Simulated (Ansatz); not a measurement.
Mo3⁻. The state is a doublet with charge -1. Geometry PBE-D4/def2-TZVPD.

```xyz
3

Mo    0.957    0.011   -0.879
Mo   -0.444   -1.098    0.536
Mo   -0.513    1.087    0.343
```

In the def2 sets Mo takes a core potential; there is no spin–orbit coupling. At PBE-D4/def2-TZVPD, PBE0-D4/def2-SVPD, r2SCAN0-D4/def2-TZVPD, ωB97X-V/def2-TZVPD and others the charge -1 doublet is spin-contaminated (final ⟨S²⟩ up to 2.51, 0.75 for a pure state). At PBE-D4/def2-TZVPD, PBE0-D4/def2-SVPD the highest occupied level of the charge -1 doublet lies above zero (up to 0.61 eV). Its loss leaves the charge 0 triplet, which lies 1.17 eV higher (vertical, at PBE-D4/def2-TZVPD), but this difference is unsure: the triplet is doubtful (geometry relaxed on an unsound state). The geometry of the doublet was relaxed on an unsound state (⟨S²⟩ 1.14, where a pure state has 0.75). The order of the spin states hangs on the level: the quartet lies 0.13 eV below the doublet at r2SCAN0-D4/def2-TZVPD, but 0.08 eV above it at PBE-D4/def2-TZVPD. The doublet is doubtful at r2SCAN0-D4/def2-TZVPD (⟨S²⟩ 2.51, where a pure state has 0.75). The quartet is doubtful at r2SCAN0-D4/def2-TZVPD (⟨S²⟩ 5.06, where a pure state has 3.75). The doublet is doubtful at PBE-D4/def2-TZVPD (⟨S²⟩ 1.14, where a pure state has 0.75). The structure comes from a short search, and lower isomers may exist.

Question: Estimate the α-spin orbital energies around the gap (eV) in Ansatz with PBE-D4/def2-TZVPD, PBE0-D4/def2-SVPD, r2SCAN0-D4/def2-TZVPD, ωB97X-V/def2-TZVPD, ωB97M-V/def2-TZVPD.

Answer: 
```tsv
orbital	PBE-D4/def2-TZVPD	PBE0-D4/def2-SVPD	r2SCAN0-D4/def2-TZVPD	ωB97X-V/def2-TZVPD	ωB97M-V/def2-TZVPD
HOMO−13	-35.39	-37.55	-38.23	-40.21	-40.30
HOMO−12	-34.96	-37.44	-38.12	-40.10	-40.23
HOMO−11	-34.86	-37.36	-38.00	-39.98	-40.11
HOMO−10	-34.80	-37.31	-38.00	-39.96	-40.08
HOMO−9	-3.75	-4.50	-4.51	-6.37	-6.37
HOMO−8	-3.08	-3.87	-3.97	-5.86	-5.89
HOMO−7	-2.17	-3.16	-3.32	-5.19	-5.28
HOMO−6	-1.92	-2.83	-2.92	-4.88	-4.93
HOMO−5	-1.69	-2.47	-2.67	-4.44	-4.47
HOMO−4	-1.32	-2.24	-2.50	-4.32	-4.44
HOMO−3	-1.25	-1.85	-1.99	-3.75	-3.86
HOMO−2	-0.91	-1.44	-1.42	-3.34	-3.30
HOMO−1	0.46	0.03	-0.13	-1.42	-1.46
HOMO	0.57	0.07	-0.04	-1.30	-1.35
LUMO	1.14	2.07	2.10	3.70	3.55
LUMO+1	1.17	2.15	2.13	3.75	3.65
LUMO+2	1.39	2.15	2.27	3.76	3.67
LUMO+3	1.54	2.55	2.66	4.31	4.16
LUMO+4	1.57	2.58	2.81	4.49	4.36
LUMO+5	1.69	2.65	2.90	4.52	4.39
β HOMO	0.61	-0.25	-0.68	-2.15	-2.23
β LUMO	0.95	1.76	1.95	2.93	2.57
```
